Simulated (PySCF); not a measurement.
## J couplings in C6H6F2

Geometry:
| atom | x (Å) | y (Å) | z (Å) |
| --- | --- | --- | --- |
| C1 | -2.893 | 0.114 | 0.096 |
| C2 | -1.598 | -0.169 | -0.028 |
| C3 | -0.554 | 0.780 | 0.271 |
| F4 | -0.980 | 1.993 | 0.688 |
| C5 | 0.781 | 0.586 | 0.181 |
| F6 | 1.584 | 1.621 | 0.515 |
| C7 | 1.467 | -0.611 | -0.238 |
| C8 | 2.794 | -0.706 | -0.294 |
| H9 | -3.652 | -0.613 | -0.134 |
| H10 | -3.227 | 1.081 | 0.432 |
| H11 | -1.272 | -1.141 | -0.365 |
| H12 | 0.840 | -1.446 | -0.509 |
| H13 | 3.428 | 0.122 | -0.025 |
| H14 | 3.280 | -1.611 | -0.611 |

Method: B3LYP/pcJ-1 (spin–dipole term only in couplings to heteroatoms)//GFN2-xTB, PySCF 2.14; isolated molecule, single conformer, non-relativistic. Couplings are averaged over pairs made equivalent by symmetry, fast rotation or ring inversion, so a value needn't be that of the named pair in this geometry, while other rotamers aren't included; one pair stands for each set, and the list holds a selection of those of at least 1.5 Hz over up to four bonds. One-bond C–F couplings come out tens of Hz too large with common functionals.

Isotopes: $^{13}$C, $^{19}$F, $^{1}$H.

```
   pair  bonds  J (Hz)
 C1, C2      1    79.2
 C1, H9      1   169.3
C1, H10      1   168.7
 C2, C3      1    73.7
C2, H11      1       ?
 C3, F4      1  -318.3
 C3, C5      1   107.3
 C1, C3      2    -3.8
C1, H11      2    -2.4
 C2, F4      2       ?
 C2, C5      2     9.4
C2, H10      2       ?
 C3, F6      2       ?
C3, H11      2    13.1
 C1, F4      3       ?
 C1, C5      3     6.1
 C2, F6      3    -4.3
 C2, C7      3       ?
C3, H10      3     9.5
 F4, F6      3     5.2
F4, H11      3       ?
H9, H11      3    12.6
 C1, F6      4    20.1
C3, H13      4       ?
 F4, H9      4     4.2
F4, H10      4     3.5
```

Question: Estimate the withheld couplings, with signs.

Answer: 
- $^{1}J$(C2,H11) = 163.3 Hz (bond length 1.079 Å, sp2 carbon)
- $^{2}J$(C2,F4) = 19.7 Hz (angle at C3 115°)
- $^{2}J$(C2,H10) = -3.4 Hz (angle at C1 121°)
- $^{2}J$(C3,F6) = 21.5 Hz (angle at C5 117°)
- $^{3}J$(C1,F4) = 2.3 Hz (dihedral angle 0°)
- $^{3}J$(C2,C7) = 2.9 Hz (dihedral angle 0°)
- $^{3}J$(F4,H11) = 23.0 Hz (dihedral angle 180°)
- $^{4}J$(C3,H13) = -2.1 Hz
